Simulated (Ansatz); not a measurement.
Cl2O2W, charge -1, doublet, geometry from GFN2-xTB (such geometries of metal compounds can be far from the true shape) (the multiplicity is a formal guess) (core potentials on W) (a gas-phase anion, which may not be bound at this level); B97M-V/def2-SVP (Ansatz, a quantum-chemistry and plane-wave program).

Here is a job for Ansatz.
Ansatz 0.2 input:
```yaml
crystal:
  periodic: [false, false, false]
  atoms:
    - {symbol: W, position_ang: [0.34576007, -0.06853654, 0.11336153]}
    - {symbol: O, position_ang: [1.47688500, -0.62473514, -1.01523362]}
    - {symbol: O, position_ang: [0.73427773, 0.18643859, 1.74018949]}
    - {symbol: Cl, position_ang: [-0.86901416, 1.74336084, -0.74743684]}
    - {symbol: Cl, position_ang: [-1.67660626, -1.23876811, -0.08717494]}
basis:
  gaussian:
    orbitals: def2-SVP
hamiltonian:
  xc: {name: B97M-V}
total_charge: -1
magnetization: {spin_polarized: true, initial_magnetization: 1}
```

It wrote (shortened):

```
Functional definition: B97M-V
983 factors; their error is unknown
mean field evaluation 1: about -30944.4082 eV, gradient 4.9e1 eV
mean field evaluation 2: about -30774.9532 eV, gradient 1.9e2 eV
mean field evaluation 4: about -30953.4981 eV, gradient 4.5e0 eV
mean field evaluation 8: about -30953.6047 eV, gradient 1.7e-1 eV
mean field evaluation 16: about -30953.5481 eV, gradient 7.2e-4 eV
mean field -30953.54812428 eV, -1137.5219124989 hartree, gradient 8.6e-6 eV, S^2 0.754925; 0 other end points of the search recorded, 0 dependent functions left out
reference -30953.54821019 eV, -1137.5219156559 hartree; 33, 32 occupied and 63, 64 virtual orbitals, 983 factors
Total energy: -30953.54821019 eV, -1137.5219156559 hartree
```
